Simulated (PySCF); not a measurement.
Diatomics with 95 electrons

CCSD(T) in PySCF with def2-SVPD on every atom (core potentials on Hg, Tl, Pb, Bi), for the lowest determinant that a PBE0 search found; no spin–orbit coupling. All have 95 electrons, 7 of them in the valence shells, and the same state, a quartet (σ ↑, π ↑↑). For ions De leads to the atom and ion picked by measured ionisation energies and electron affinities.

| species | difference of nuclear charges | Re (Å) | ωe (cm⁻¹) | k (mdyn/Å) | De (eV) | dissociates to |
| --- | --- | --- | --- | --- | --- | --- |
| SiHg⁻ | 66 | 2.917 | 116 | 0.194 | n/a | Si⁻ + Hg |
| MgPb⁻ | 70 | 3.044 | 151 | 0.290 | 0.87 | Mg + Pb⁻ |
| TlSi | 67 | 2.718 | 227 | 0.746 | 1.95 | Tl + Si |
| AlPb | 69 | 2.741 | 241 | 0.819 | 1.84 | Al + Pb |
| MgBi | 71 | 3.066 | 140 | 0.248 | 0.19 | Mg + Bi |
| TlP⁺ | 66 | 3.365 | 80.7 | 0.103 | n/a | Tl⁺ + P |
| SiPb⁺ | 68 | 2.657 | 271 | 1.07 | n/a | Si + Pb⁺ |
| AlBi⁺ | 70 | 3.018 | 134 | 0.253 | n/a | Al⁺ + Bi |

(1) Which member of the whole set has the stiffest bond, and how does it compare with the softest?

Correlated steps freeze the inner cores (5 to 9 orbitals); shallow outer-core shells are correlated. UHF and ROHF references stand side by side, which adds small steps between rows. Weak bonds: MgBi. Basis-set superposition, not corrected here, can be much of De in a small basis, most of all at correlated wavefunction levels. These are scalar-relativistic numbers at best; spin–orbit coupling would shift them, the dissociation energy most. For an ion De counts to the pair picked by the measured ionisation energies or electron affinities, which need not be the lowest pair at this level. States were picked by a PBE0 search and need not be the measured ground states.

## Answers

(1) SiPb⁺ with k = 1.07 mdyn/Å, 10 times that of TlP⁺.
